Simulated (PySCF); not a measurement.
A survey of 19F NMR shifts

Computational details: GIAO PBE0/pcSseg-1 shieldings, GFN2-xTB structure, in PySCF (one averaged value for each set of equivalent atoms, one conformer, non-relativistic, no solvent model).

Shieldings were converted by a linear fit to measured shifts: 19F (scatter 6.0 ppm rms, 7.0 ppm with the 5 outliers that the fit left out vs CFCl3, solution or neat liquid, with a term for F on sp3 carbon). A few per cent of atoms miss by over 2 rms, more outside the fitted compound classes.

Question: Give the 19F shifts of `FC(F)=C(F)P1CCOCC1`.

Answer: 
| compound | environment | δ (ppm) |
| --- | --- | --- |
| [F:1][C:2]([F:3])=[C:4]([F:5])[P:6]1[CH2:7][CH2:8][O:9][CH2:10][CH2:11]1 | F3: vinylic fluorine | -89.8 |
| [F:1][C:2]([F:3])=[C:4]([F:5])[P:6]1[CH2:7][CH2:8][O:9][CH2:10][CH2:11]1 | F1: vinylic fluorine | -118.5 |
| [F:1][C:2]([F:3])=[C:4]([F:5])[P:6]1[CH2:7][CH2:8][O:9][CH2:10][CH2:11]1 | F5: vinylic fluorine | -191.6 |

Question: Order these by 19F shift, lowest first.
A. N#C[SiH2]C[C@H](F)[SiH3]
B. CC(C)[P@]1(=O)C=C1C(F)(F)F
C. C#Cc1pc(C(F)(F)F)cs1
D. CCC[C@@](C)(F)C(=O)Cl
E. F[C@@H]1C[C@H]1S

Answer: A (-210.2 ppm, fluorine on an sp3 carbon), E (-199.0 ppm, fluorine on an sp3 carbon), D (-148.9 ppm, fluorine on an sp3 carbon), B (-63.1 ppm, fluorine of a CF3 group), C (-54.8 ppm, fluorine of a CF3 group).
